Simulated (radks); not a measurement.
Computed order of ionisation of promethium. At each step one electron was removed from each of the four highest sub-shells of the ion before, moves of one valence electron (up to charge 6) and the configuration listed by NIST were tried, and the lowest configuration was kept. All-electron calculation, scalar-relativistic Kohn-Sham, PBEsol, spin-polarised, spherical densities, finite nucleus; Fermi nuclear charge, rms radius of each element as measured or else 0.836 A^(1/3) + 0.57 fm. Program: a radial shooting solver on a logarithmic mesh with Libxc functionals. Open shells are filled with parallel spins first.

| species | lowest configuration found | NIST configuration | margin to the next tried (eV) | IE (eV) | NIST IE (eV) | kind |
|---|---|---|---|---|---|---|
| Pm | [Xe] 4f5 6s2 | same | 1.061 | 5.492 | 5.582 | exp. |
| Pm+ | [Xe] 4f5 6s1 | same | 1.132 | 11.155 | 10.94 | semi-emp. |
| Pm2+ | [Xe] 4f5 | same | 4.395 | 24.392 | 22.4 | semi-emp. |
| Pm3+ | [Xe] 4f4 | same | 10.643 | 42.279 | 41.2 | semi-emp. |
| Pm4+ | [Xe] 4f3 | same | 12.211 | 62.461 | - |  |
| Pm5+ | [Xe] 4f2 | [Kr] 4d10 4f3 5s2 5p5 lies 7.375 eV higher | 7.375 | 84.596 | 85 | theory |
| Pm6+ | [Xe] 4f1 | differs (not computed) | 1.662 | 103.65 | 101 | theory |
| Pm7+ | [Kr] 4d10 4f1 5s2 5p5 | differs (not computed) | 4.816 | 118.44 | 116 | theory |
| Pm8+ | [Kr] 4d10 4f1 5s2 5p4 | differs (not computed) | 8.304 | 133.31 | 138 | theory |
| Pm9+ | [Kr] 4d10 4f1 5s2 5p3 | differs (not computed) | 12.319 | 153.46 | 155 | theory |
| Pm10+ | [Kr] 4d10 4f1 5s2 5p2 | differs (not computed) | 11.633 | 169.58 | 174 | theory |
| Pm11+ | [Kr] 4d10 4f1 5s2 5p1 | differs (not computed) | 15.240 | 185.72 | 202 | theory |
| Pm12+ | [Kr] 4d10 4f1 5s2 | same | 19.322 | 225.68 | 229 | theory |
| Pm13+ | [Kr] 4d10 5s2 | same | 3.550 | 252.01 | 248 | theory |

Reference values: NIST Atomic Spectra Database (exp. = measured, semi-emp. = semi-empirical, theory = theoretical value adopted there). Open shells are spherical and high-spin; term and fine-structure splittings are not resolved. Spin-orbit splitting is averaged out at the scalar-relativistic level. Tried without a valid solution: [Xe] 4f6 6s1. No tabulated value is given for the 4+ ions of Nd, Pm and Eu to Yb, where it belongs to another shell than the one emptied here.
